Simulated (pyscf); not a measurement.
**1,1-elimination: Cl–SiH₂–SiH₂–Cl → H₃Si–Cl + :HSi–Cl [singlet]**

Gas phase, singlet surface, charge 0. Bonds broken: Si2–Si3, Si3–H5. Bonds formed: Si2–H5. PySCF, gas phase, ωB97X-D3(BJ)/def2-SVP geometries. Correlated levels are frozen-core, on RHF or UHF. ΔMP2 is the change of the MP2 total energy from the triple- to the quadruple-zeta basis.

Transition state (Å):

```xyz
8

Cl     2.2187    -0.9256    -0.6778
Si     0.8165    -0.0400     0.5581
Si    -0.6515     1.0087    -1.0257
Cl    -2.5511     1.2405    -0.1899
H      0.2046     1.5224     0.4028
H      1.6624     0.4799     1.6679
H     -0.2193    -0.9440     1.1104
H     -0.2595     2.3811    -1.4891
```

One imaginary mode, 367i cm⁻¹; descent along it reached the two sides named, in the forms told below.

```tsv
bond	change	reactant side (Å)	saddle	product side
Si2–Si3	breaks	2.326	2.401	3.1
Si3–H5	breaks	1.489	1.743	1.939
Si2–H5	forms	3.2	1.685	1.521
```

Electronic energies relative to the reactant's lowest minimum found (kcal/mol):

```tsv
level	barrier	reaction energy	reverse barrier
ωB97X-D3(BJ)/def2-TZVP	49.3	+52.2	-2.9
PBE/def2-TZVP	40.5	+45.1	-4.6
r²SCAN/def2-TZVP	43.9	+49.5	-5.6
B3LYP-D3(BJ)/def2-TZVP	45.8	+44.8	1.0
PBE0-D3(BJ)/def2-TZVP	44.6	+49.9	-5.3
M06-2X/def2-TZVP	45.8	+43.9	1.9
ωB97M-D3(BJ)/def2-TZVP	45.2	+42.5	2.7
HF/def2-TZVP	59.4	+40.7	18.7
MP2/def2-QZVPP	48.1	+48.2	-0.1
CCSD/def2-TZVPP	49.1	+43.2	5.9
CCSD(T)/def2-TZVPP	47.1	+43.9	3.2
CCSD(T)/def2-TZVPP + ΔMP2(QZVPP)	47.2	+45.0	2.2
```

With CCSD(T)/def2-TZVPP + ΔMP2(QZVPP) energies and thermal terms (ideal gas, 1 atm, RRHO with modes under 100 cm⁻¹ raised to 100, one conformer, R ln 2 for chiral ones without a mode under 150 cm⁻¹), in kcal/mol:

```tsv
T (K)	ΔH‡	ΔG‡	ΔH	ΔG
298	45.2	45.0	+42.9	+31.5
600	44.7	45.1	+42.1	+20.2
900	44.3	45.3	+41.0	+9.5
1200	43.9	45.7	+39.9	-0.9
```

On the product side the descent ends in a bound adduct (not fully relaxed), 8.2 kcal/mol under the separated species and 5.3 kcal/mol under the saddle at ωB97X-D3(BJ)/def2-TZVP. At ωB97X-D3(BJ)/def2-TZVP, PBE, r²SCAN, PBE0-D3(BJ) the saddle lies under the separated products, which points to a path from their complex (located at ωB97X-D3(BJ) alone), and parting the products costs more than the saddle. One saddle was located; it need not be the lowest between these sides. The CCSD(T) − MP2 part came from Ansatz, without density fitting, on the same reference.
